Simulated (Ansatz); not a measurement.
Consider the atomization: `[AlH2][NH]P[SiH3]` → Al• + 7 H• + N• + P• + Si•.

Calculated with Ansatz (gas phase, PBE0-D4/def2-TZVP geometries, no zero-point term in ΔE). CCSD(T)/CBS adds triple-zeta CCSD(T) − MP2 to the extrapolated MP2 energy (def2 sets, frozen cores). This one scheme is used for every species, atoms too. For atomizations the MP2-based limit and the directly extrapolated one differ by several kJ/mol either way, and by 10 to 25 for some Ge, Se and Sn compounds, so smaller differences from it don't rank the levels. No spin–orbit coupling; open shells (•) take unrestricted orbitals. Spin–orbit coupling would lower the free atoms: a little for Al, Si. One conformer a species, not always the lowest.

```
            species  MP2/def2-SVP energy (Eh)
`[AlH2][NH]P[SiH3]`                -930.27217
                Al•                -241.81838
                 H•                  -0.49928
                 N•                 -54.40612
                 P•                -340.65884
                Si•                -288.79662
```

(1) Work out ΔE.

Largest T1 diagnostic among the species: 0.018.

Results:

(1) ΔE = 7 × (-0.49928) + (-241.81838) + (-54.40612) + (-340.65884) + (-288.79662) − (-930.27217) = 1.09725 Eh = +2880.8 kJ/mol. CCSD(T)/CBS gives +3176.2 kJ/mol.

The D4 term adds +42.3 kJ/mol with B3LYP and +22.2 kJ/mol with PBE0; it sums over pairs of atoms, weighted by their polarisabilities, and B3LYP, whose exchange is more repulsive, gets the larger term. From PBE to PBE0 (25 % exact exchange), in def2-TZVPP and without D4, ΔE moves by −29.7 kJ/mol: exact exchange takes away binding that semilocal exchange gives to molecules. Leaving LDA and LC-ωPBE aside and taking each functional with its dispersion term where it has one, the values, not all of them listed here, spread over 114.1 kJ/mol, from PBE-QIDH to B97M-V. LDA lies +414.0 kJ/mol from PBE without D4, its usual overbinding.

B3LYP here is the variant with VWN-RPA as its local correlation; programs differ in this.
